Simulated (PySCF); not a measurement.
Input for PySCF: R-HF/3-21G on ClGeH5 (a complex), monomers drawn apart or pushed together.

```python
from pyscf import gto, scf, dft, mp
from pyscf.data.elements import chemcore

mol = gto.M(
    atom='''
    Cl   -0.44229765    0.89322134   -0.64111788
    H    -0.26787755    0.01493386    0.28110514
    Ge   -0.01911215   -0.00796512    3.12977281
    H     0.14040570   -0.92916511    4.34614691
    H    -0.01983192   -0.88053294    1.85735881
    H     1.15261092    0.97804320    3.05086979
    H    -1.34863048    0.75211073    3.20763052
    ''',
    basis='3-21g',
    charge=0, spin=0, verbose=3, max_memory=1800)
mf = scf.RHF(mol)
mf.conv_tol = 1e-8
mf.max_cycle = 100
mf.kernel()
if not mf.converged:
    mf = mf.newton().run(mf.mo_coeff, mf.mo_occ)
```

**Question.** Give the final energy of this run.

**Answer.** -2525.4875 hartree.
